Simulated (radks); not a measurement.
Ionisation of the osmium ion Os+, [Xe] 4f14 5d6 6s1, to [Xe] 4f14 5d6 as the strength of local exchange is varied. Method: scalar-relativistic Kohn-Sham, Slater X-alpha exchange (alpha = 2/3 is LDA exchange), no correlation, spin-polarised, spherical densities, point nucleus; open shells are filled with parallel spins first (spin-orbit coupling, left out, can overturn this in heavy ions); computed with a radial shooting solver on a logarithmic mesh with Libxc functionals.

| alpha | E(Os+) (hartree) | exchange (hartree) | IE (eV) | -e of the level emptied (eV) | <r> of it (bohr) |
|---|---|---|---|---|---|
| 0.6 | -17203.7986 | -287.7565 | 16.590 | 12.871 (6s) | 2.787 |
| 0.667 | -17236.1313 | -320.5328 | 17.240 | 13.508 (6s) | 2.747 |
| 0.755 | -17278.6968 | -363.7777 | 18.110 | 14.366 (6s) | 2.696 |
| 0.881 | -17339.8378 | -426.0822 | 19.386 | 15.635 (6s) | 2.626 |
| 1.007 | -17401.2080 | -488.8397 | 20.697 | 16.949 (6s) | 2.560 |

NIST Atomic Spectra Database: 17 +/- 1 eV (semi-empirical). The Delta-SCF value meets it near alpha = 0.64. Open shells are spherical and high-spin; term and fine-structure splittings are not resolved. Spin-orbit splitting is averaged out at the scalar-relativistic level.
